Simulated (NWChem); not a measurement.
Molecule: C₂H₅BF₂O; SMILES C[C@H](O)B(F)F

```xyz
11

C     -1.1983    -1.3438     0.4664
C     -0.0819    -0.7251    -0.3748
O      1.1587    -1.3562    -0.1758
B      0.0659     0.8126    -0.0707
F     -0.9770     1.6119    -0.2291
F      1.1848     1.3661     0.3393
H     -0.9433    -1.3114     1.5370
H     -1.3537    -2.4006     0.1921
H     -2.1536    -0.8183     0.3180
H     -0.3966    -0.7808    -1.4424
H      1.0581    -2.2905    -0.3860
```
Atoms are numbered in this order, from 1.

Results from NWChem. Geometry: optimised at PBE0/def2-SVP. Level SCAN/def2-SVP: energy and gradient on several grids; changes count from the extra-fine grid, which is no exact limit either.

```json
[
 {"grid": "xcoarse", "size of the energy change (μHa)": "40000", "largest change of a gradient component (μHa/bohr)": "10000", "time, medium = 1 (rough)": "about 1"},
 {"grid": "coarse", "size of the energy change (μHa)": "300", "largest change of a gradient component (μHa/bohr)": "3000", "time, medium = 1 (rough)": "about 1"},
 {"grid": "medium", "size of the energy change (μHa)": "8000", "largest change of a gradient component (μHa/bohr)": "1000", "time, medium = 1 (rough)": "about 1"},
 {"grid": "fine", "size of the energy change (μHa)": "2000", "largest change of a gradient component (μHa/bohr)": "900", "time, medium = 1 (rough)": "about 1"},
 {"grid": "xfine", "size of the energy change (μHa)": "< 10", "largest change of a gradient component (μHa/bohr)": "< 30", "time, medium = 1 (rough)": "3"}
]
```
